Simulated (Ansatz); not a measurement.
```yaml
crystal:
  periodic: [true, true, true]
  atoms:
    - {symbol: O, position_ang: [-0.793109, 1.616789, -0.353342]}
    - {symbol: Zr, position_ang: [-0.061566, -0.026463, 0.289868]}
    - {symbol: O, position_ang: [-0.839938, -1.497607, -0.647701]}
    - {symbol: O, position_ang: [1.834034, -0.032672, 0.053609]}
    - {symbol: Br, position_ang: [-0.587310, -0.252680, 2.767203]}
    - {symbol: H, position_ang: [-1.308784, 2.274059, -0.810838]}
    - {symbol: H, position_ang: [-0.977827, -2.290339, -1.157403]}
    - {symbol: H, position_ang: [2.734501, 0.208902, -0.141398]}
basis:
  gaussian: {orbitals: def2-mTZVP}
hamiltonian: {xc: {name: B3LYP5}}
```

```sh
$ ansatz run in.yaml --threads 4 --pin off --events-out ev --progress --plain --max-ram 10444MiB
```

It prints (some lines left out):

```
Error: YAML parse error: error: line 2 column 3: crystal: missing field `lattice` (a structure is typed as `lattice` and `atoms`, a molecule's as `atoms` in Å alone, or read from a run's directory, `checkpoint`)
 --> <input>:2:3
1 | crystal:
2 |   periodic: [true, true, true]
3 |   atoms:
4 |     - {symbol: O, position_ang: [-0.793109, 1.616789, -0.353342]}
```

Problem. Something in this input is off. What?

Solution. The molecule is marked periodic without a cell. The program refused the input.

B3LYP here is the variant with VWN-RPA as its local correlation; programs differ in this.
